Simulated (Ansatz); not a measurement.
Wavefunction ladder for ClGeH3OSi, SMILES `[SiH3][O][Ge][Cl]`

```xyz
7

Si   -0.512    0.480    0.602
O     0.461   -0.858    0.548
Ge    1.427   -1.744   -0.638
Cl    1.036   -0.500   -2.422
H    -1.000    0.611    1.997
H     0.256    1.694    0.229
H    -1.668    0.318   -0.315
```

The species carries charge 0 and has multiplicity 1. Correlated methods include outer-core shells of Ge, which these sets cover unevenly. Scalar relativity is left out up to krypton. The geometry is a stationary point of PBE0-D4/def2-TZVP. It is one conformer, not always the lowest. Frozen core, restricted reference, the Gaussian-basis code of Ansatz.

```
     basis      HF (Eh)  MP2 corr.
  def2-SVP  -2899.95775   -0.62118
def2-TZVPP  -2900.58703   -0.77509
def2-QZVPP  -2900.65512   -1.08837
```

(1) Estimate the CCSD correlation energy and the (T) correction in each basis where they were run (hartree).

Answers

(1) 
| basis | CCSD corr. | (T) |
| --- | --- | --- |
| def2-SVP | -0.65326 | -0.01771 |
| def2-TZVPP | -0.80845 | -0.03266 |
